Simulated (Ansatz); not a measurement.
**Which is lower?**

The two ends of one reaction step of SiAsH7O, singlet (PBE0-D4/def2-TZVP).

A:

Si1  (-0.688, 1.405, -0.713)
O2  (-1.251, 1.089, 0.804)
H3  (-1.435, 0.506, -1.620)
H4  (-0.917, 2.826, -1.095)
H5  (0.773, 1.132, -0.821)
H6  (0.030, -1.502, 0.782)
As7  (1.027, -2.175, -0.149)
H8  (-0.890, 1.598, 1.530)
H9  (2.206, -1.488, 0.524)
H10  (1.144, -3.391, 0.758)
(Å)

B:

Si1  (0.274, 0.596, -1.003)
O2  (-1.389, -0.084, 1.592)
H3  (-1.185, 0.809, -1.193)
H4  (0.772, 1.555, 0.018)
H5  (0.936, 0.912, -2.299)
H6  (-1.120, 0.646, 2.154)
As7  (0.711, -1.671, -0.488)
H8  (-2.249, 0.165, 1.247)
H9  (2.152, -1.558, -0.974)
H10  (1.098, -1.371, 0.947)
(Å)

Program: Ansatz 0.2.0. Basis: def2-TZVPP. Cores are frozen in the correlated methods. Filled d shells of the heavier atoms are correlated. The def2 sets are not built for correlating such inner shells, so the correlated values are less sure here. B3LYP uses VWN-RPA correlation.

Task: Which structure is lower at CCSD(T), and by how much? (To be estimated.)

Result: The calculation gives: A, by 12.11 kcal/mol (electronic energy, against the other). By their contacts, A is a complex of SiH₄O ([OH][SiH3]) + AsH₃ and B is a complex of SiAsH₅ ([SiH3][AsH2]) + H₂O.

All methods give the same order:

```csv
method,E(B) − E(A) (kcal/mol)
SPW92,8.51
PBE-D4,8.24
BLYP-D4,11.78
r2SCAN-D4,11.12
B97M-V,12.56
PBE0-D4,9.11
B3LYP-D4,12.34
r2SCAN0-D4,11.18
BHLYP-D4,13.53
CAM-B3LYP-D4,13.93
wB97X-V,12.12
wB97M-V,11.87
B2PLYP,13.24
PBE-QIDH,10.88
RPA on PBE,13.04
HF,17.37
MP2,12.08
CCSD,12.87
CCSD(T),12.11
```

T1 diagnostic: at most 0.011.

Labels in which every atom is bracketed show which atoms are joined, not bond orders.

For scale, one of the runs: CCSD(T)/def2-TZVPP, 219 basis functions, launched by `ansatz run in.yaml --threads 4 --pin off --events-out ev --progress --plain --max-ram 9574MiB`. Time: 89 s of wall clock on 4 CPU threads of an Arm Neoverse V2; the host was shared. Peak host memory: 3.2 GiB.
